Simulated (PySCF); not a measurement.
Ionisation energy of La³⁸⁺ by level of theory

La³⁸⁺ [Ar] 3d1 (2D) → La³⁹⁺ [Ar] (1S), as a difference of total energies. Calculation: PySCF 2.14, in an even-tempered Gaussian basis (18 s from 6.6 bohr⁻², ratio 2.5; 12 p from 8.6 bohr⁻², ratio 2.5; 7 d from 8.6 bohr⁻², ratio 2.5; 4 f from 30 bohr⁻², ratio 2.7; 3 g from 45 bohr⁻², ratio 2.7); scalar relativity by spin-free X2C-1e. Correlated levels: outer shells: [Ne] frozen; virtual orbitals above 40 to 60 times the deepest correlated orbital energy dropped. The calculations carry no spin-orbit coupling.

```csv
method,ionisation energy (eV)
UHF,2662.3
LDA,2663.3
PBE,2664.2
PBE0,2664.1
r2SCAN,2664.8
PBEsol,2663.4
TPSS,2663.8
MP2 (outer shells),2662.1
SCS-MP2 (outer shells),2662.1
```

A first-order spin-orbit estimate (lowest level to lowest level, LS coupling) adds 13.161 eV.

Breit and QED terms and the two-electron picture change are absent.

First order in ζ underestimates the shift of j = l − 1/2 levels at high Z.

For comparison: 2674 ± 4 eV (theoretical estimate listed by NIST; NIST Atomic Spectra Database, ionization energies).
